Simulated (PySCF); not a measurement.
## Working out the ionisation energy of Pt⁺

Pt⁺ [Xe] 4f14 5d9 (2D) → Pt²⁺ [Xe] 4f14 5d8 (3F). Calculation: PySCF 2.14, in aug-cc-pwCVDZ-PP with ECP60MDF (6s6p5d3f, 70 functions); scalar relativity through the core potential. Frozen: nothing. Energies in hartree (1 hartree = 27.21139 eV):

| part | Pt⁺ (lower) | Pt²⁺ (upper) |
| --- | --- | --- |
| UHF | -118.235082 | -117.615397 |
| CCSD correlation | -0.446436 | -0.393267 |
| (T) | -0.012400 | -0.008010 |

Question: What does Hartree-Fock give?

Answer: (-117.615397) − (-118.235082) = 0.619685 hartree = 16.862 eV.

Question: What do CCSD and CCSD(T) give?

Answer: The CCSD correlation energies differ by 0.053169 hartree = 1.447 eV and the triples by 0.004390 hartree = 0.119 eV, so CCSD gives 18.309 eV and CCSD(T) 18.428 eV.

Reference: 18.56 ± 0.12 eV (measured; NIST Atomic Spectra Database, ionization energies), between the lowest levels; spin-orbit coupling is absent from the calculation.

A double-zeta basis recovers only part of the correlation energy.

What remains against the reference includes basis incompleteness and higher excitations.
